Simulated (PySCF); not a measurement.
Predicted microwave data (PySCF, PBE0-D3(BJ)/def2-SVP geometry optimisation, gas phase) for one isomer of C8H18BN:

| Quantity | Value |
| --- | --- |
| Rotational constants | A = 2461, B = 723.8, C = 657.5 MHz |
| Dipole components | \|μa\| = 0.14 D, \|μb\| = 4.10 D, \|μc\| = 0.87 D |
| Inertial defect | -134.95 u·Å² |
| κ | -0.93 |

Task: Which structure is it? (One computed conformer of each.)
A. `[CH2:1]=[CH:2][CH2:3][C@@H:4]1[CH2:5][BH2-:6][N+:7]([CH3:8])([CH3:9])[CH2:10]1` with C1–C2–C3–C4 110°, C2–C3–C4–C5 179°, C3–C4–C5–B6 -135°, C4–C5–B6–N7 -15°, C5–B6–N7–C8 -83°, B6–N7–C10–C4 -44°
B. `[CH3:1][N+:2]1([CH3:3])[BH2-:4][CH2:5][C@H:6]([CH:7]2[CH2:8][CH2:9]2)[CH2:10]1` with C5–C6–C7–C8 157°, C1–N2–B4–C5 98°, N2–B4–C5–C6 -5°, B4–C5–C6–C7 152°, C6–C7–C8–C9 -109°
C. `[CH3:1][C:2]#[N+:3][BH2-:4][C:5]([CH3:6])([CH3:7])[CH2:8][CH2:9][CH3:10]` with N3–B4–C5–C6 -67°, B4–C5–C8–C9 57°, C5–C8–C9–C10 180°

Result: A. It is C=CC[C@@H]1C[BH2-][N+](C)(C)C1, a near-prolate asymmetric top, point group C1. The candidates at the same level (rigid rotor, commonest isotopes):

```json
{"SMILES": "CC#[N+][BH2-]C(C)(C)CCC", "A (MHz)": "1331", "B (MHz)": "871.8", "C (MHz)": "626.8", "μa (D)": "5.96", "μb (D)": "2.98", "μc (D)": "1.92", "Δ (u·Å²)": "-153.02", "point group": "C1", "rotor": "asymmetric top"}
{"SMILES": "C=CC[C@@H]1C[BH2-][N+](C)(C)C1", "A (MHz)": "2461", "B (MHz)": "723.8", "C (MHz)": "657.5", "μa (D)": "0.14", "μb (D)": "4.10", "μc (D)": "0.87", "Δ (u·Å²)": "-134.95", "point group": "C1", "rotor": "near-prolate asymmetric top"}
{"SMILES": "C[N+]1(C)[BH2-]C[C@H](C2CC2)C1", "A (MHz)": "2686", "B (MHz)": "763.8", "C (MHz)": "703.0", "μa (D)": "0.30", "μb (D)": "4.30", "μc (D)": "0.08", "Δ (u·Å²)": "-130.90", "point group": "C1", "rotor": "near-prolate asymmetric top"}
```

`C[N+]1(C)[BH2-]C[C@H](C2CC2)C1` has A 9 % too high; `CC#[N+][BH2-]C(C)(C)CCC` has A 46 % too low. No structure here is proved a minimum.
